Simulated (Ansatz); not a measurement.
Consider the atomization: `CN[SiH2][AsH2]` → As• + C• + 8 H• + N• + Si•.

Calculated with Ansatz (gas phase, PBE0-D4/def2-TZVP geometries, no zero-point term in ΔE). CCSD(T)/CBS is the MP2 limit (def2-TZVPP, def2-QZVPP) plus CCSD(T) − MP2 in def2-TZVPP, frozen cores. This one scheme is used for every species, atoms too. For atomizations the MP2-based limit and the directly extrapolated one differ by several kJ/mol either way, and by 10 to 25 for some Ge, Se and Sn compounds, so smaller differences from it don't rank the levels. DFT in def2-TZVPP. Open shells (•) are unrestricted, without spin–orbit coupling. Spin–orbit coupling would lower the free atoms: a little for C, Si. Bonds to As are less sure, by a few kJ/mol each and by 10 to 20 or more in all where they break to atoms, as the def2 sets lack core-valence functions. Scalar relativity is left out up to krypton. One conformer a species, not always the lowest.

Task: What is ΔE at CCSD(T)/CBS? (Best estimate.)

Result: Computed: +3841.8 kJ/mol.

Task: What do these levels give: r2SCAN-D4, PBE0-D4, r2SCAN0-D4, BHLYP-D4, CAM-B3LYP-D4, ωB97M-V, B2PLYP, r2SCANh, HF/def2-SVP, SCS-MP2/def2-TZVPP, SCS-MP2/def2-QZVPP, HF/CBS(def2)? (Best estimate.)

Result: Ansatz gave: r2SCAN-D4 3832.1, PBE0-D4 3824.5, r2SCAN0-D4 3788.3, BHLYP-D4 3773.0, CAM-B3LYP-D4 3870.8, ωB97M-V 3850.3, B2PLYP 3796.0, r2SCANh 3807.2, HF/def2-SVP 2721.1, SCS-MP2/def2-TZVPP 3759.8, SCS-MP2/def2-QZVPP 3833.9, HF/CBS(def2) 2732.3 kJ/mol.

Largest T1 diagnostic among the species: 0.012.

The D4 term adds +40.7 kJ/mol with B3LYP and +21.4 kJ/mol with PBE0; it sums over pairs of atoms, weighted by their polarisabilities, and B3LYP, whose exchange is more repulsive, gets the larger term. From r2SCAN to r2SCAN0 (25 % exact exchange), in def2-TZVPP and without D4, ΔE moves by −45.0 kJ/mol: exact exchange takes away binding that semilocal exchange gives to molecules. Leaving LDA and LC-ωPBE aside and taking each functional with its dispersion term where it has one, the values, not all of them listed here, spread over 105.4 kJ/mol, from BHLYP-D4 to ωB97X-V. LDA lies +512.4 kJ/mol from PBE without D4, its usual overbinding.

B3LYP here is the variant with VWN-RPA as its local correlation; programs differ in this.
